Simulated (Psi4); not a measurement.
COS (SMILES O=C=S), singlet, geometry from GFN2-xTB, with bond 3-2 at 2.0 times its length; Psi4 with CAM-B3LYP/6-31G**.

The Psi4 input:
```
memory 2 GB

molecule {
0 1
O    -0.00000000   -0.00000000   -1.66686897
C    -0.00000000   -0.00000000   -0.51282480
S     0.00000000    0.00000000    2.56431238
}

set {
  basis 6-31g**
  scf_type dfdirj+link
}

energy('cam-b3lyp')
print_variables()
```

What the program printed (banner, timings and long lists left out):

```
   => Loading Basis Set <=

    Name: 6-31G**
    Role: ORBITAL
    Keyword: BASIS

Traceback (most recent call last):
  File "psi4", line 375, in <module>
  File "<string>", line 24, in <module>
  File "site-packages/psi4/driver/driver.py", line 533, in energy
  File "site-packages/psi4/driver/procrouting/proc.py", line 2760, in run_scf
  File "site-packages/psi4/driver/procrouting/proc.py", line 1939, in scf_helper
  File "site-packages/psi4/driver/procrouting/proc.py", line 1433, in scf_wavefunction_factory
  File "site-packages/psi4/driver/procrouting/proc.py", line 1397, in build_functional_and_disp
  File "site-packages/psi4/driver/procrouting/dft/superfunctionals.py", line 135, in build_superfunctional

psi4.driver.p4util.exceptions.ValidationError: SCF: SCF_TYPE (DFDIRJ+LINK) not supported for range-separated functionals, plese use SCF_TYPE = 'DF' to automatically select the correct JK build.

Printing out the relevant lines from the Psithon --> Python processed input file:
    S     0.00000000    0.00000000    2.56431238
    """)
    core.IO.set_default_namespace("")
    core.set_global_option("BASIS", "6-31g**")
    core.set_global_option("SCF_TYPE", "dfdirj+link")
--> energy('cam-b3lyp')
    print_variables()

!----------------------------------------------------------------------------------!
!                                                                                  !
!  SCF: SCF_TYPE (DFDIRJ+LINK) not supported for range-separated functionals,      !
!     plese use SCF_TYPE = 'DF' to automatically select the correct JK build.      !
!                                                                                  !
!----------------------------------------------------------------------------------!
```

The program refused the input.
